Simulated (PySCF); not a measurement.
Species: C3H3O3S (doublet state).
Structure used (GFN2-xTB), in Å, numbered top down from 1:
```xyz
10
C3H3O3S angstrom
O     -0.7185    0.3298    2.0890
S     -0.7540   -0.2335    0.7731
O     -0.5141   -1.6323    0.5866
O     -2.2000    0.1053    0.1540
C      0.3373    0.6483   -0.3405
C      1.7564    0.3235   -0.3659
C      1.0301   -0.1093   -1.3829
H     -2.5707    0.8611    0.6125
H      2.6909    0.3742    0.1374
H      0.9517   -0.6625   -2.2860
```

The hyperfine couplings belong to this conformer and change with its torsions.

The species is `S(=O)(C1=C[CH]1)(O)=O` [radical].

Computed with PySCF, UKS B3LYP, pcH-1 on C H O S, non-relativistic, mean-field spin-orbit, GIAO. The structure is a single GFN2-xTB conformer in the gas phase; no vibrational or solvent corrections. Couplings are sensitive to structure, and on GFN2-xTB geometries they can be far from those on DFT ones. Stability of the SCF solution: not tested.

Q: Where do the isotropic ENDOR lines of H9/H10 and H8 fall at 3355.4 mT, to first order?

A: For S = 1/2 in fast tumbling each set of equivalent nuclei gives two lines, ν± = |νn ± a/2| to first order, with νn = g_N μN B/h and μN/h = 7.62259 MHz/T.

```csv
nuclei,isotope,g_N,νn (MHz),a_iso (MHz),lower line (MHz),upper line (MHz)
H9/H10,1H,5.5857,142.86,-12.55,136.59,149.14
H8,1H,5.5857,142.86,1.04,142.34,143.38
```

Q: Which pairs are centred on the nuclear Larmor frequency, and which on half the coupling?

A: Centred on νn, since |a| < 2νn: H9/H10 and H8. No pair has |a| > 2νn.

Q: At what field would the lower line of H9/H10 fall to zero frequency?

A: Where νn = |a|/2, that is B = 6.28 MHz/(5.5857 × 7.62259 MHz/T) = 147 mT, as far as first order holds there.

Nuclei that the bonding pattern makes equivalent are averaged, as if the motion that swaps them (rotation, inversion, ring flip) were fast.

The Mulliken spin populations are largest on C5 (+0.69), C7 (+0.12), C6 (+0.08) and O3 (+0.06). C5 is the only atom above +0.15. The angles at C5 add up to 292.0°, so it is pyramidal.

The SMILES draws the unpaired electron on C7; the largest computed Mulliken spin population is on C5 (0.69 against 0.12).
